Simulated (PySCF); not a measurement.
Runs that did not reach their result, on `C(C(F)(F)F)[SiH3]` (driver script around PySCF, density fitting, GFN2-xTB geometry as the base; each input is a line of settings and coordinates in Å).

Command:
```bash
OMP_NUM_THREADS=1 python probes_run.py task.json out
```
Input:
```
{"job": {"kind": "nmr", "xc": "OPBE", "basis": "pcSseg-1", "pop": true, "scf": {"diis": false, "max_cycle": 81}}, "charge": 0, "multiplicity": 1}
F     -0.987524     1.643441    -0.538942
C     -1.263583     0.421218    -0.049459
F     -2.486880     0.106159    -0.518712
F     -1.409513     0.577741     1.278718
C     -0.218588    -0.588968    -0.397169
Si     1.483729    -0.060772     0.305072
H     -0.195854    -0.677213    -1.482360
H     -0.541112    -1.546062     0.010298
H      1.370679     0.028639     1.757581
H      2.407443    -1.120938    -0.095144
H      1.846629     1.219424    -0.295846
```

Output:
```
final grid: 96016 points
cycle   1  E = -667.8500093811  dE =  6.180e-01  |g| = 8.712e-01  |ddm| = 2.853e+00
cycle   2  E = -667.6106577037  dE =  2.394e-01  |g| = 1.529e+00  |ddm| = 1.202e+00
cycle   3  E = -667.1548989961  dE =  4.558e-01  |g| = 2.263e+00  |ddm| = 1.778e+00
cycle   4  E = -665.0587574007  dE =  2.096e+00  |g| = 4.320e+00  |ddm| = 3.279e+00
cycle   5  E = -663.7377142601  dE =  1.321e+00  |g| = 5.125e+00  |ddm| = 4.325e+00
cycle   6  E = -649.0557560338  dE =  1.468e+01  |g| = 9.745e+00  |ddm| = 9.017e+00
cycle   7  E = -632.9956746697  dE =  1.606e+01  |g| = 1.072e+01  |ddm| = 2.640e+01
cycle   8  E = -533.5060159322  dE =  9.949e+01  |g| = 1.935e+01  |ddm| = 3.080e+01
cycle   9  E = -445.8212616821  dE =  8.768e+01  |g| = 2.296e+01  |ddm| = 3.031e+01
cycle  10  E = -432.4858712976  dE =  1.334e+01  |g| = 2.314e+01  |ddm| = 3.485e+01
... (61 lines left out)
cycle  72  E = -360.8200204678  dE =  5.416e+01  |g| = 2.718e+01  |ddm| = 4.729e+01
cycle  73  E = -414.9814023682  dE = -5.416e+01  |g| = 2.206e+01  |ddm| = 4.729e+01
cycle  74  E = -360.8200204678  dE =  5.416e+01  |g| = 2.718e+01  |ddm| = 4.729e+01
cycle  75  E = -414.9814023682  dE = -5.416e+01  |g| = 2.206e+01  |ddm| = 4.729e+01
cycle  76  E = -360.8200204678  dE =  5.416e+01  |g| = 2.718e+01  |ddm| = 4.729e+01
cycle  77  E = -414.9814023682  dE = -5.416e+01  |g| = 2.206e+01  |ddm| = 4.729e+01
cycle  78  E = -360.8200204678  dE =  5.416e+01  |g| = 2.718e+01  |ddm| = 4.729e+01
cycle  79  E = -414.9814023682  dE = -5.416e+01  |g| = 2.206e+01  |ddm| = 4.729e+01
cycle  80  E = -360.8200204678  dE =  5.416e+01  |g| = 2.718e+01  |ddm| = 4.729e+01
cycle  81  E = -414.9814023682  dE = -5.416e+01  |g| = 2.206e+01  |ddm| = 4.729e+01
SCF not converged, last energy = -414.9814023682
```

On an Arm Neoverse N1 with one thread, shared host, this took 97 s and 0.48 GiB of memory at its peak.

Q: What went wrong, and what mends it?

A: The energy swings between two values 54 Eh apart, cycle after cycle, with a gradient of 2.2e+01 at cycle 81; DIIS was off. Go back to DIIS. Its energy and orbitals aren't self-consistent and shouldn't be used.

Input:
```
{"job": {"kind": "nmr", "xc": "PBE00", "basis": "def2-TZVP", "pop": true, "scf": {"max_cycle": 83}}, "charge": 0, "multiplicity": 1}
F     -0.987524     1.643441    -0.538942
C     -1.015130     1.521219    -0.489994
F     -2.486880     0.106159    -0.518712
F     -1.409513     0.577741     1.278718
C     -0.218588    -0.588968    -0.397169
Si     1.483729    -0.060772     0.305072
H     -0.195854    -0.677213    -1.482360
H     -0.541112    -1.546062     0.010298
H      1.370679     0.028639     1.757581
H      2.407443    -1.120938    -0.095144
H      1.846629     1.219424    -0.295846
```

Output:
```
KeyError: "LibXCFunctional: name 'PBE00' not found."
```

Q: What went wrong, and what mends it?

A: The functional name PBE00 isn't known to the program. The first bond of the GFN2-xTB geometry was scaled by 0.1. Correct the name (PBE0). The run gave no result.

The values belong to the conformer `[F:1][C:2]([F:3])([F:4])[CH2:5][SiH3:6]`: F1–C2–C5–Si6 60°.
